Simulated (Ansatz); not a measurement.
`B[SiH2]C#N` + `BN` → `BNB` + `N#C[SiH3]` at 298.15 K and 1 bar (cleavage of the B–Si bond).

Gas-phase electronic energies from Ansatz, PBE0-D4/def2-TZVP geometries. CBS: MP2 limit from def2 TZ/QZ plus the TZ coupled-cluster correction, frozen cores. This one scheme is used for every species.

```json
{"species": "`B[SiH2]C#N`", "CCSD(T)/CBS energy (Eh)": "-408.97966", "H − E (kJ/mol)": "136.5", "S (J/(mol·K))": "319.5"}
{"species": "`BN`", "CCSD(T)/CBS energy (Eh)": "-81.93499", "H − E (kJ/mol)": "137.2", "S (J/(mol·K))": "228.1"}
{"species": "`BNB`", "CCSD(T)/CBS energy (Eh)": "-107.34560", "H − E (kJ/mol)": "171.3", "S (J/(mol·K))": "258.1"}
{"species": "`N#C[SiH3]`", "CCSD(T)/CBS energy (Eh)": "-383.61554", "H − E (kJ/mol)": "100.1", "S (J/(mol·K))": "264.7"}
```

H − E and S are ideal-gas, rigid-rotor, harmonic terms from PBE0-D4/def2-TZVP. 1 Eh = 2625.50 kJ/mol, R = 8.31446 J/(mol·K).

Task: By hand: ΔE, ΔH, ΔS and ΔG.

Result: ΔE = (-107.34560) + (-383.61554) − (-408.97966) − (-81.93499) = -0.04649 Eh = -122.1 kJ/mol. Δ(H − E) = 171.3 + 100.1 − 136.5 − 137.2 = -2.3, so ΔH = -124.4 kJ/mol. ΔS = 258.1 + 264.7 − 319.5 − 228.1 = -24.8 J/(mol·K). ΔG = -124.4 − 298.15 × (-24.8)/1000 = -117.0 kJ/mol.

Task: By hand: the equilibrium constant, and the temperature at which ΔG would vanish if ΔH and ΔS stayed fixed.

Result: log₁₀ K = −ΔG/(RT ln 10) = 20.5. ΔG = 0 at ΔH/ΔS = 5016 K, far beyond where these terms or the molecules hold.

ΔH outweighs TΔS. A doubt of 5 kJ/mol in ΔE shifts log₁₀ K by 0.9 here. These are equilibria of isolated gas molecules and say nothing of rates. Largest T1 diagnostic: 0.013 (customary marks: 0.02 for closed shells, 0.045 for open ones).
